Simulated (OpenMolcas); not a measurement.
# Fe4+: moving or changing the point charges

Fe4+ among 3 point charges of -1 e arranged as a planar triangle (D3h), 1.94 Å from the ion.

| Item | Value |
| --- | --- |
| Program | OpenMolcas |
| Method | SS-CASPT2, IPEA 0.25 Eh, imaginary shift 0.1 Eh (closed shells correlated: 3s 3p) |
| Basis | ANO-RCC-VTZP [6s5p3d2f1g] |
| Scalar Hamiltonian | DKH2, point nucleus |
| Active space | 4 electrons in 5 orbitals (3d) |
| State averaging | 2S+1 = 5 even, 5 roots; 2S+1 = 3 even, 45 roots; 2S+1 = 1 even, 50 roots |
| Spin-orbit coupling | state interaction with AMFI integrals over the reference wave functions |

Runs around this geometry, states (labels of D3, the rotations of D3h). Energies in cm-1 above the lowest state or level, χT in cm3 K/mol.

```json
{"R (Å)": "1.94", "q (e)": "-0.8", "Ground state": "5E", "First state of that spin": "5E 2390", "First gap with spin-orbit (degeneracies)": "2 (1, 1)", "χT at 300 K": "1.574", "First state of another spin": "3E 25720"}
{"R (Å)": "1.85", "q (e)": "-1", "Ground state": "5E", "First state of that spin": "5E 3460", "First gap with spin-orbit (degeneracies)": "1 (1, 1)", "χT at 300 K": "1.597", "First state of another spin": "3E 25920"}
{"R (Å)": "1.94", "q (e)": "-1", "Ground state": "5E", "First state of that spin": "5E 2970", "First gap with spin-orbit (degeneracies)": "1 (1, 1)", "χT at 300 K": "1.588", "First state of another spin": "3E 25830"}
{"R (Å)": "2.1", "q (e)": "-1", "Ground state": "5E", "First state of that spin": "5E 2310", "First gap with spin-orbit (degeneracies)": "2 (1, 1)", "χT at 300 K": "1.571", "First state of another spin": "3E 25680"}
```

Taking the first state of the same spin as R^-n, n = -ln(2310 / 3460) / ln(2.1 / 1.85) = 3.2 between the shortest and longest distance.

Scaling the charges by -0.8 / -1 = 0.80 scales the first state of the same spin by 2390 / 2970 = 0.80; with fixed orbitals a first-order splitting would follow the charge.

Roots that are degenerate in the reference are averaged as groups; the widest CASPT2 spread within a group is 99 cm-1 (the 2-fold group of multiplicity 5 near 0 cm-1 above the lowest state of its run, R = 1.85, q = -1). Shifts and gaps below about the spread of the groups concerned are not significant. An orbital doublet at a regular site is open to a Jahn-Teller distortion, which this geometry leaves out. Point charges give a weaker field than real ligands, and real ions of this kind are often low spin; the high spin found here belongs to the model. The ground term spreads over less than 5000 cm-1, several times less than with real ligands, so orbital moments are less quenched and χT lies further from the spin-only value than at real sites. Free-ion shares, where given, are those of the reference states; single-state CASPT2 does not remix them. This is an electrostatic model: the charges have no orbitals. No measured value stands beside these numbers.
